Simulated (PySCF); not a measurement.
The numbers are results of B3LYP-D3(BJ)/def2-TZVP (PySCF), not measurements. Gas-phase values, no solvent. One relaxed conformer stands for a flexible species; it need not be the lowest. B3LYP has the VWN-RPA correlation part, as in Gaussian. Excitations are Tamm–Dancoff values on a coarser integration grid. The basis has no diffuse functions, so Rydberg states are missing or too high.

Reference species (SMILES): `C=[SiH]N=[SiH2]` (C–Si–N–Si torsion 32°) (neutral, multiplicity 1).

```yaml
brightest of the four lowest singlets (TDA): 2.54 eV
HOMO: -5.49 eV
```

Changed species: `C=N[SiH]=[SiH2]` (C–N–Si–Si torsion 168°).

Task: What does the change do to the brightest of the four lowest singlets (TDA) and HOMO?

Result: the brightest of the four lowest singlets (TDA) rises by 1.29 eV, to 3.83 eV; the HOMO falls by 0.24 eV, to -5.73 eV.
